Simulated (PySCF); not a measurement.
CH3F2GaO.

```xyz
8

Ga     0.0197    -0.3685     0.0000
F      0.9490    -1.8322     0.0000
F     -1.7178    -0.5016     0.0000
O      0.7918     1.2051     0.0000
C      0.0600     2.4182     0.0000
H      0.3240     3.0092    -0.8931
H      0.3240     3.0092     0.8931
H     -1.0331     2.2605     0.0000
```

Coordinates come from a ωB97X-D3(BJ)/def2-SVP optimisation. One conformer was computed; it need not be the lowest.

The numbers are results of B3LYP/pcSseg-1 (PySCF), not measurements. Non-relativistic, no solvent.

Computed absolute GIAO shielding of each atom: isotropic value and principal components (ppm):
```tsv
atom	σ(iso)	σ11	σ22	σ33	span
Ga1	1591.5	1341.3	1626.5	1806.7	465.4
F2	363.1	278.9	367.1	443.4	164.4
F3	364.1	251.7	406.1	434.3	182.6
O4	285.6	198.2	306.6	352.0	153.7
C5	119.4	87.1	93.2	178.0	90.8
H6	27.3	23.3	24.6	34.0	10.7
H7	27.3	23.3	24.6	34.0	10.7
H8	27.1	21.8	25.7	33.7	11.9
```
